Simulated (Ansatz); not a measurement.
Total energies of [InFH3]- (InH₃F⁻) from Ansatz at PBE0-D4/def2-TZVPD, gas phase (1 Eh = 27.2114 eV = 2625.5 kJ/mol). The reference geometry is relaxed at B3LYP-D4/def2-TZVPD.

```csv
state,geometry,energy (Eh)
charge -1 singlet,reference,-291.78475
charge 0 doublet,reference,-291.61116
charge 0 doublet,relaxed at B3LYP-D4/def2-TZVPD,-291.64012
```

In the def2 sets In takes a core potential; there is no spin–orbit coupling.

Task: Work out the vertical ionisation energy to the doublet.

Result: E(charge 0 doublet) − E(charge -1 singlet) = -291.61116 − (-291.78475) = 0.17359 Eh = 4.72 eV. For comparison, −ε of the highest occupied level is 2.62 eV at this level, 2.10 eV less.

Task: How much does the charge 0 doublet relax, and what is the adiabatic ionisation energy?

Result: Relaxation: -291.61116 − (-291.64012) = 0.02896 Eh = 0.79 eV. Adiabatic ionisation energy: 0.14463 Eh = 3.94 eV, without zero-point energy.
